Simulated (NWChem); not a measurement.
System: C4H5Cl; SMILES C(=C)/C=C/Cl

```xyz
10

C      0.3455    -2.9876     0.0000
C     -0.3746    -1.8558     0.0000
C      0.2092    -0.5226     0.0000
C     -0.5327     0.5924     0.0000
Cl     0.1527     2.1965     0.0000
H      1.4329    -2.9720     0.0000
H     -0.1290    -3.9639     0.0000
H     -1.4628    -1.9129     0.0000
H      1.2947    -0.4461     0.0000
H     -1.6172     0.5960     0.0000
```
Atoms are numbered in this order, from 1.

Program: NWChem. Coordinates come from a B3LYP/6-31G* (spherical d) optimisation. B3LYP is NWChem's, with the RPA form of VWN correlation. Vertical excitations in the gas phase; the lowest state need not have the same character in each row.

Q: Order these by “lowest excitation, singlet (eV)”, lowest first: BHandHLYP/def2-SVP, full TDDFT; LRC-wPBEh/def2-SVP, full TDDFT; B3LYP/def2-SVP, full TDDFT; PBE/def2-SVP, full TDDFT.

A: PBE/def2-SVP, full TDDFT (5.24), B3LYP/def2-SVP, full TDDFT (5.52), LRC-wPBEh/def2-SVP, full TDDFT (5.75), BHandHLYP/def2-SVP, full TDDFT (5.85)
